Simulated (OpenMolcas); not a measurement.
Tm2+ with 6 ligands (fluoride) in trigonal prismatic coordination (D3h), a polar angle of 51.1° against the regular 49.1°. A charge of +0.667 e stands 2.6 Å behind each ligand. Ligand basis ANO-RCC-VDZP.

| Item | Value |
| --- | --- |
| Program | OpenMolcas 26.06 |
| Method | CASSCF |
| Basis | ANO-RCC-VDZP [7s6p4d2f1g] |
| Scalar Hamiltonian | DKH2, point nucleus |
| Active space | 13 electrons in 7 orbitals (4f) |
| State averaging | 2S+1 = 2 odd, 7 roots |
| Spin-orbit coupling | state interaction with AMFI integrals over the reference wave functions |

All ligands move together. At R = 2.28 Å the width of the lowest J multiplet is 736 cm-1, and at R = 2.41 Å it is 568 cm-1.

**Question.** A third run gives 649 cm-1. What distance was it run at?

**Answer.** With a power law R^-n the two known points give n = -ln(568 / 736) / ln(2.41 / 2.28) = 4.67. Then R = 2.28 × (736 / 649)^(1/4.67) = 2.342 Å. The run was at 2.34 Å, so the estimate is off by +0.002 Å.

Without dynamic correlation the ligand-field splitting of an f shell can come out too small, at times by half. No measured value stands beside these numbers; the geometry is a model, was not optimised and need not be the one that this ion takes.
